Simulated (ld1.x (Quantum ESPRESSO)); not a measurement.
# What one change does to a pseudopotential (tungsten, TM)

| Item | Value |
| --- | --- |
| Element | tungsten (W) |
| Generator | ld1.x (Quantum ESPRESSO) 7.5 |
| Type | norm-conserving Troullier–Martins (Kleinman–Bylander form) |
| Functional | LDA (PZ) |
| Relativity | scalar-relativistic |
| Frozen core | [Xe] 4f14 |
| Valence charge | 6 |
| Reference configuration | 5d4 6s1 6p1 |
| Partial waves | 6s (bound): rc 2.10 bohr; 6p (bound): rc 3.10 bohr; 5d (bound): rc 2.05 bohr |
| Local potential | all-electron potential smoothed inside 2.50 bohr (lloc = -2) |
| Core correction | none |

Change: wave 6p (bound): rc 3.10 bohr becomes 6p (bound): rc 2.10 bohr.

Cutoffs: the cutoffs (Ry, on a coarse ladder) from which the occupation-weighted sum of valence levels, in a spherical-Bessel basis at the reference potential, stays within 10 and 1 mRy of its value at 400 Ry; they do not see the model core or the augmentation charge, which bear on the density cutoff. Errors are all-electron minus pseudo energies relative to the spin-unpolarised reference configuration.

Q: Predict the effect on cutoff, ghosts and configuration errors.

A: The potential gets harder (30 Ry and 40 Ry → 50 Ry and 70 Ry); a bound ghost appears in p, which as a rule spoils a file; of the 9 tests that both files solve, the error grows in 5 and shrinks in 2 by more than 15 % and 0.3 meV (median size 24.1 → 9.8 meV). A smaller radius makes the pseudo-wave follow the all-electron one further in, where it bends more sharply, so more plane waves are needed.

```csv
quantity,base,changed
"cutoff, loose",30 Ry,50 Ry
"cutoff, tight",40 Ry,70 Ry
loose cutoff by channel (10 mRy a level),"s 12 Ry, p 6 Ry, d 25 Ry","s 12 Ry, p 50 Ry, d 25 Ry"
bound ghosts,none,p
"error for 5d4 6s2 6p0, meV [ΔE -4.57 eV]",+5.4,+7.2
"error for 5d4 6s1 6p0, meV [ΔE 4.56 eV]",-2.6,+5.6
"error for 5d4 6s0 6p0, meV [ΔE 20.59 eV]",+24,+36
"error for 5d3 6s0 6p0, meV [ΔE 46.29 eV]",+74,+37
"error for 5d5 6s1 6p0, meV [ΔE -3.03 eV]",-25,+6.3
"error for 5d4 6s1.5 6p0, meV [ΔE -0.83 eV]",-1.3,+4.0
"error for 5d4.5 6s1.5 6p0, meV [ΔE -3.88 eV]",-7.4,+9.8
"error for 5d4 6s1 6p1 (spin-polarised), meV [ΔE -3.51 eV]",+2810,+2807
"error for 5d4 6s2 6p0 (spin-polarised), meV [ΔE -6.51 eV]",+2189,+2202
```

 A true bound ghost makes a file unfit for plane-wave use even where its test errors are small: the radial tests pick states by their node count and pass the ghost by.
